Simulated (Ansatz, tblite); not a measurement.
Spin states of the cluster Cu3H3⁻, each relaxed with PBE0-D4/def2-SVPD in Ansatz. Electronic energies in the gas phase.

The xTB rows come from tblite. Correlated methods freeze 27 core orbitals. The rows differ in basis, and correlated rows in double-zeta sets carry the largest basis error. In CCSD on the charge -1 quartet the largest single amplitude is 0.24, so its Hartree–Fock determinant may place the open shell otherwise than the density functionals do. The structure comes from a short search, and lower isomers may exist.

Doublet geometry:

```csv
atom,x (Å),y (Å),z (Å)
Cu1,-0.661,-0.152,-0.133
Cu2,-2.655,0.749,-1.229
Cu3,1.752,-0.358,0.395
H4,2.954,0.190,1.197
H5,-1.993,0.629,0.275
H6,0.603,-1.059,-0.504
```

Quartet geometry:

| atom | x (Å) | y (Å) | z (Å) |
| --- | --- | --- | --- |
| Cu1 | 0.550 | 0.288 | 0.048 |
| Cu2 | 2.778 | -0.142 | 0.905 |
| Cu3 | -1.866 | -0.069 | 0.316 |
| H4 | -2.741 | -0.652 | -0.824 |
| H5 | 1.920 | 1.104 | 0.249 |
| H6 | -0.641 | -0.529 | -0.695 |

⟨S²⟩: doublet 0.75 at PBE0-D4/def2-TZVPD (pure 0.75), quartet 3.76 at PBE0-D4/def2-TZVPD (pure 3.75).

Run but left out: HF/def2-SVPD, HF/def2-TZVPD, MP2/def2-SVPD, MP2/def2-TZVPD (quartet: a determinant that CCSD turns far, T1 0.062).

Only these spin states were relaxed.

```json
{"level": "GFN1-xTB", "quartet − doublet (kJ/mol)": "324.7", "lowest of these": "doublet", "remarks": "–"}
{"level": "GFN2-xTB", "quartet − doublet (kJ/mol)": "465.6", "lowest of these": "doublet", "remarks": "–"}
{"level": "PBE-D4/def2-TZVPD", "quartet − doublet (kJ/mol)": "229.6", "lowest of these": "doublet", "remarks": "HOMO above zero (doublet), HOMO above zero (quartet)"}
{"level": "CCSD/def2-SVPD", "quartet − doublet (kJ/mol)": "250.7", "lowest of these": "doublet", "remarks": "large T1 (0.062) (quartet)"}
```

Q: Estimate the rows for LDA (SPW92)/def2-TZVPD, r2SCAN0-D4/def2-TZVPD, RPA@PBE/def2-TZVPD, CCSD(T)/def2-SVPD.

A: 
```
                 level  quartet − doublet (kJ/mol)  lowest of these                                               remarks
LDA (SPW92)/def2-TZVPD                       237.6          doublet  HOMO above zero (doublet), HOMO above zero (quartet)
 r2SCAN0-D4/def2-TZVPD                       230.7          doublet                                                     –
    RPA@PBE/def2-TZVPD                       239.3          doublet                                                     –
     CCSD(T)/def2-SVPD                       265.6          doublet                            large T1 (0.062) (quartet)
```

The xTB methods have no term that favours high spin, so they put low spin too low.
